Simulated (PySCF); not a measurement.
**Core-level binding energies of Si(CF3)2H2**

Compound: Si(CF3)2H2, C2H2F6Si.
Bonds: Si1–C2, Si1–C6, C2–F3, C2–F4, C2–F5, C6–F7, C6–F8, C6–F9. Hydrogens: H10, H11 on Si1.

Theory: delta-SCF UKS SCAN, pcX-2 on the ionised atom, pcseg-1 elsewhere, spin-free X2C (PySCF). These are vertical core ionisation energies against the vacuum level, from separate self-consistent calculations with and without the core hole.

**Question.** Give the core binding energies atom by atom.

**Answer.** 
```tsv
atom(s)	bonded to	level	binding energy (eV)	2p1/2 (eV)	count
Si1	2 C and 2 H	Si 2p3/2	108.34	108.96	1
C2/C6	3 F and Si	C 1s	298.06	–	2
F3 (×6)	C	F 1s	694.22	–	6
Si1	2 C and 2 H	Si 1s	1848.04	–	1
```

**Question.** What is the longest wavelength that can ionise Si 1s of Si1 vertically?

**Answer.** λ = hc/E = 12398.42 eV Å / 1848.04 eV = 6.709 Å.

One atom of each set of topologically equivalent atoms was ionised and stands for the set; in this conformer not all members are related by symmetry, and their own values weren't computed. Spin–orbit coupling isn't in the SCF: each 2p doublet comes from a relaxed spin-free hole plus a matrix of the shell (mean-field spin–orbit coupling and the ground-state 2p splitting), with 2p3/2 averaged over its two sublevels. 2p1/2 minus 2p3/2 (ligand field included): Si 0.62 eV. Isolated species at its PBE0-D3(BJ)/def2-SVP geometry, gas phase.
